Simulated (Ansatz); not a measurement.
Ansatz (a program for electronic structure) input (wB97M-V/def2-TZVPD):

Ansatz 0.2 input:
```yaml
crystal:
  periodic: [false, false, false]
  atoms:
    - {symbol: S, position_ang: [-0.00000000, -0.00000000, -0.95276010]}
    - {symbol: S, position_ang: [0.00000000, 0.00000000, 0.95276010]}
basis:
  gaussian:
    orbitals: def2-TZVPD
hamiltonian:
  xc: {name: wB97M-V}
output: {forces: true}
```

End of the output:

```
integrals: 0.03 GiB planned
592 factors; their error is unknown
integrals: 0.07 GiB planned
120 factors; integrals over basis functions are off by at most 1.3e-4 eV
mean field: 0.32 GiB planned
mean field evaluation 1: about -21668.7594 eV, gradient 7.3e0 eV
mean field evaluation 2: about -21668.9340 eV, gradient 2.7e0 eV
mean field evaluation 4: about -21668.9516 eV, gradient 2.0e-1 eV
mean field evaluation 8: about -21668.9837 eV, gradient 8.7e-3 eV
mean field -21668.98372530 eV, -796.3204641401 hartree, gradient 3.0e-5 eV, S^2 0.000000; 0 other end points of the search recorded, 0 dependent functions left out
the calculation of the forces begins
reference -21668.98378653 eV, -796.3204663902 hartree; 16, 16 occupied and 76, 76 virtual orbitals, 592 factors
Total energy: -21668.98378653 eV, -796.3204663902 hartree
Atom 0 at    -0.000000    -0.000000    -0.952760 Å, force    -0.000000    -0.000000     0.739754 eV/Å
Atom 1 at     0.000000     0.000000     0.952760 Å, force     0.000000     0.000000    -0.739754 eV/Å
Dipole moment:     0.000000    -0.000000    -0.000000 e Å
```

This is an excited singlet: at this geometry the triplet lies 0.73 eV lower at CCSD(T)/CBS(aug-cc-pV(T+d)Z,aug-cc-pV(Q+d)Z).
